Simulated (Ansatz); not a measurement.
**Which is lower?**

Two relaxed structures of BSiH4Se (charge +1), closed shell (PBE0-D4/def2-TZVP; forces vanish, vibrations not checked).

A:

```csv
atom,x (Å),y (Å),z (Å)
B1,-0.0252,0.1452,-0.0170
Se2,-1.7029,1.0048,0.2602
Si3,1.6631,-0.4191,-0.3922
H4,-2.6993,0.0695,-0.3188
H5,-2.0511,0.6942,1.6692
H6,2.6088,0.5342,-0.9996
H7,2.0601,-1.8045,-0.0878
```

B:

```xyz
7
angstrom
B -1.4958 0.4414 0.1306
Se -0.5888 -1.1333 -0.6789
Si 1.4097 -0.4804 -0.1592
H -2.6742 0.4207 0.0270
H -0.8414 1.2815 0.6517
H 1.6256 0.7849 0.5651
H 2.5649 -1.3148 -0.5362
```

Computed with Ansatz 0.2.0 (basis: def2-TZVPP); correlated methods freeze the cores. Filled d shells of the heavier atoms are correlated. The def2 sets are not built for correlating such inner shells, so the correlated values are less sure here. B3LYP uses VWN-RPA correlation.

Problem. Which structure is lower at CCSD(T), and by how much? (Judge from chemistry; the value comes from the calculation.)

Solution. By the calculation: B, by 66.79 kcal/mol (electronic energy, against the other). By their contacts, A is BSiH₄Se ([SiH2][B][SeH2]), total charge +1 and B is BSiH₄Se ([BH2][Se][SiH2]), total charge +1.

All methods give the same order:

```json
{"method": "PBE-D4", "E(B) − E(A) (kcal/mol)": "-61.88"}
{"method": "r2SCAN-D4", "E(B) − E(A) (kcal/mol)": "-65.05"}
{"method": "PBE0-D4", "E(B) − E(A) (kcal/mol)": "-65.65"}
{"method": "B3LYP-D4", "E(B) − E(A) (kcal/mol)": "-67.17"}
{"method": "wB97M-V", "E(B) − E(A) (kcal/mol)": "-69.31"}
{"method": "HF", "E(B) − E(A) (kcal/mol)": "-76.42"}
{"method": "MP2", "E(B) − E(A) (kcal/mol)": "-72.42"}
{"method": "CCSD", "E(B) − E(A) (kcal/mol)": "-67.96"}
{"method": "CCSD(T)", "E(B) − E(A) (kcal/mol)": "-66.79"}
```

The T1 diagnostic stays at or below 0.016. The restricted Hartree–Fock reference is unstable towards an unrestricted one at one or more of these structures.

Labels in which every atom is bracketed show which atoms are joined, not bond orders.

For scale, one of the runs: CCSD(T)/def2-TZVPP, 177 basis functions, launched by `ansatz run in.yaml --threads 2 --pin off --events-out ev --progress --plain --max-ram 4352MiB`. The run took 44 s on 2 CPU threads of an Arm Neoverse V1 (shared host), with 1.6 GiB of host memory at its peak.
